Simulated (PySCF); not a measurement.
C$_{2}$H$_{7}$Al, SMILES `[CH3][AlH][CH3]`, neutral singlet in the gas phase. 

Cartesian coordinates (Å):
SMILES: [CH3][AlH][CH3]
```xyz
10

C      1.7021     0.1310    -0.0814
Al    -0.0513    -0.1706     0.7383
C     -1.6712    -0.0361    -0.3549
H      1.7574     1.1288    -0.5292
H      1.8782    -0.5769    -0.8981
H      2.5300     0.0371     0.6238
H     -0.1598    -0.5166     2.2848
H     -1.6076    -0.6808    -1.2373
H     -1.7972     0.9840    -0.7338
H     -2.5808    -0.3000     0.1879
```
Charge 0, spin multiplicity 1.

All levels are single points at this geometry (B3LYP-D3(BJ)/def2-TZVP); Pople sets use spherical d functions. Orbital energies aren't observables, and empty levels follow the basis.

```csv
level,HOMO (eV),LUMO (eV),gap (eV),dipole (D),"vertical IE, Delta-SCF (eV)"
PBE-D3(BJ)/def2-TZVP in PySCF,-6.48,-1.64,4.84,0.69,–
TPSSh-D3(BJ)/def2-TZVP in PySCF,-7.08,-1.16,5.92,0.64,9.71
B3LYP/3-21G in PySCF,-7.35,-0.98,6.37,0.77,–
B3LYP/6-31G* in PySCF,-7.29,-0.96,6.33,0.74,9.71
HF/3-21G in PySCF,-10.69,1.90,12.58,0.61,–
HF/STO-3G in PySCF,-8.75,8.92,17.67,0.15,–
```
